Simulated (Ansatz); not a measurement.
`C[SiH](Cl)[GeH3]` + H–F → `F[SiH](Cl)[GeH3]` + CH₄  (ligand exchange at the Si–C bond)

Gas-phase electronic energies from Ansatz, PBE0-D4/def2-TZVP geometries. CCSD(T)/CBS adds triple-zeta CCSD(T) − MP2 to the extrapolated MP2 energy (def2 sets, frozen cores). This one scheme is used for every species. Functionals use def2-TZVPP. For Ge outer-core shells are correlated without core-valence functions, which leaves a few kJ/mol of doubt a bond. Scalar relativity is left out up to krypton.

(1) Is it downhill or uphill in electronic energy at CCSD(T)/CBS, and by how much? (An estimate is asked.)

(2) What do these levels give: PBE-D4, r2SCAN0-D4, revPBE, BLYP, PBE0, r2SCANh, HF/def2-SVP, CCSD(T)/def2-SVP, CCSD(T)/def2-TZVPP, HF/CBS(def2), MP2/CBS(def2), CCSD/CBS(def2)? (Estimate.)

Largest T1 diagnostic among the species: 0.012.

## Answers

(1) Ansatz gave: Downhill: ΔE = -31.2 kcal/mol.

(2) Ansatz gave: PBE-D4 -30.2, r2SCAN0-D4 -32.4, revPBE -31.6, BLYP -35.6, PBE0 -31.1, r2SCANh -33.2, HF/def2-SVP -34.4, CCSD(T)/def2-SVP -31.6, CCSD(T)/def2-TZVPP -31.4, HF/CBS(def2) -37.7, MP2/CBS(def2) -30.8, CCSD/CBS(def2) -31.9 kcal/mol.

Leaving LDA and LC-ωPBE aside and taking each functional with its dispersion term where it has one, the values, not all of them listed here, spread over 5.3 kcal/mol, from B97M-V to revPBE-D4. LDA lies +1.2 kcal/mol from PBE without D4. The D4 term adds +1.8 kcal/mol with B3LYP and +1.1 kcal/mol with PBE0; it sums over pairs of atoms, weighted by their polarisabilities, and B3LYP, whose exchange is more repulsive, gets the larger term. In def2-TZVPP, CCSD(T) changes the Hartree–Fock value by +5.7 kcal/mol (the triples alone add +0.7 kcal/mol) and MP2 by +6.1 kcal/mol.

B3LYP here is the variant with VWN-RPA as its local correlation; programs differ in this.
